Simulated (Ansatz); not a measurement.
Species: sum formula Si₂NH₆ (charge -1, singlet). It need not be the lowest isomer of its formula. Whether it binds its extra electron was not tested at this geometry. 
Coordinates optimised at B3LYP-D3(BJ)/def2-TZVP (Ansatz, a program for electronic structure):
SMILES: [SiH3][N-][SiH3]
```xyz
9

Si     1.5526    -0.2353     0.1390
N      0.0480    -0.0152    -0.4701
Si    -1.5494     0.2577    -0.2308
H      2.6127    -0.4471    -0.9154
H      2.1386     0.8945     0.9631
H      1.7630    -1.4279     1.0515
H     -2.3189    -0.7825     0.5597
H     -2.3509     0.3481    -1.5075
H     -1.9344     1.5389     0.4830
```
Charge -1, spin multiplicity 1.

Basis-set convergence of Hartree-Fock and MP2 correlation energies (hartree) with Ansatz. Valence correlation only, unless marked. Spin-orbit coupling is left out. Non-relativistic. This anion needs diffuse functions, which these sets lack.

```json
[
 {"basis": "cc-pV(D+d)Z", "functions": "90", "E(HF)": "-635.84959", "E(corr, MP2)": "-0.38800"},
 {"basis": "cc-pV(T+d)Z", "functions": "192", "E(HF)": "-635.90388", "E(corr, MP2)": "-0.48305"},
 {"basis": "cc-pV(Q+d)Z", "functions": "363", "E(HF)": "…", "E(corr, MP2)": "…"}
]
```

### Question
Fill in the missing entries.

### Answer

- cc-pV(Q+d)Z, E(HF): -635.91694
- cc-pV(Q+d)Z, E(corr, MP2): -0.51870
